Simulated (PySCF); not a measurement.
CH₂NO, SMILES [NH]C=O, multiplicity 2. Atoms are numbered in the order given.

```xyz
5

N      0.1132    -1.1097     0.0000
C     -0.4584     0.0485     0.0000
O      0.2964     1.0556     0.0000
H      1.1329    -1.1147     0.0000
H     -1.5458     0.1471     0.0000
```
Charge 0, spin multiplicity 2.

The structure is a stationary point at PBE0-D3(BJ)/def2-TZVP. A frequency run showed that this geometry is not a minimum. The isomer is the one that the SMILES or the coordinates give; other isomers of the formula were not compared. One conformer was computed; it need not be the lowest.

Calculation: ωB97X/def2-TZVPD (PySCF).

Mulliken values depend strongly on the basis, most of all with diffuse functions as here. ESP charges are fitted to the potential on shells at 1.4 to 2.0 van der Waals radii. Atomic charges (e):

| atom | Mulliken | meta-Löwdin | ESP fit | Mulliken spin |
|---|---|---|---|---|
| N1 | -0.47 | -0.29 | -0.74 | 0.61 |
| C2 | 0.28 | 0.28 | 0.84 | -0.12 |
| O3 | -0.45 | -0.35 | -0.50 | 0.51 |
| H4 | 0.29 | 0.24 | 0.42 | 0.00 |
| H5 | 0.34 | 0.11 | -0.03 | -0.01 |
